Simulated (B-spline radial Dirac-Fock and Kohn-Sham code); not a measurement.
W⁺ 3p3/2: cross section and angular parameters

System: tungsten as W⁺, [Xe] 4f14 5d4 6s1; threshold 2278.8 eV (orbital energy of the model). Level of theory: Dirac-Hartree-Slater photoionisation with a Latter tail; cross sections with all multipoles, angular parameters from the dipole term and its interference with E2; an atomic code on a B-spline grid.

For linearly polarised light dσ/dΩ = σ/(4π) [1 + β P₂(cos θ) + (δ + γ cos²θ) sin θ cos φ], with θ from the polarisation vector and φ the angle between the beam and the projection of the electron momentum on the plane normal to the polarisation.

```
hν (eV)  σ (kb)      β       γ      δ
 2984.4    89.2  1.306   0.271  0.042
   3740    60.2  1.527   0.024  0.012
   4710    38.6  1.629  -0.055  0.011
 5414.7       ?      ?       ?      ?
   5960    23.7  1.675   0.038  0.015
   6770    18.0  1.685   0.144  0.018
   9340    8.54  1.678   0.547  0.027
  12000    4.61  1.645   0.944  0.037
```

**Question.** Give the values at Cr Kα (5414.7 eV).

**Answer.** σ = 29.0 kb, β = 1.661, γ = -0.017, δ = 0.013.

Values without a named source are computed, but for edge energies of neutral atoms, which are taken from tables.
